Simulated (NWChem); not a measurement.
**Correlation energy of C2HCl2**

```
C
C 1 1.3288
H 1 1.1007 2 121.76
Cl 2 1.6683 1 137.24 3 180.00
Cl 1 1.7559 3 114.27 2 180.00
```
Charge 0, spin multiplicity 2.

The numbers come from NWChem runs, not from measurements. The geometry was optimised at UPBE/def2-SVP, a minimum by its harmonic frequencies.

Basis set: 3-21G. Each correlation energy counts from its own Hartree-Fock reference.

```
method           correlation energy (mHa)             remark
---------------  ------------------------  -----------------
CCSD[T] on ROHF                    -298.6                  -
SCS-UMP2                           -230.7  spin-contaminated
CCSD on UHF                        -276.4  spin-contaminated
CCSD(T) on UHF                     -285.1  spin-contaminated
CCSD on ROHF                       -288.1                  -
UMP2                               -235.3  spin-contaminated
CCSD(T) on ROHF                    -297.4                  -
CCSD[T] on UHF                     -286.4  spin-contaminated
```

The values span 67.9 mHa, from CCSD[T] on ROHF (lowest) to SCS-UMP2 (highest). 

The correlated methods keep 12 core orbitals frozen. The structure started from a generated list of species. The unpaired electrons of the parent sit in orbitals of symmetry a' (Cs labels of the run); other states weren't searched. The stability of the SCF solutions was not checked. Open-shell Hartree-Fock references start from PBE0 orbitals. No row is a measurement; the coupled-cluster row has its own basis-set and correlation limits.
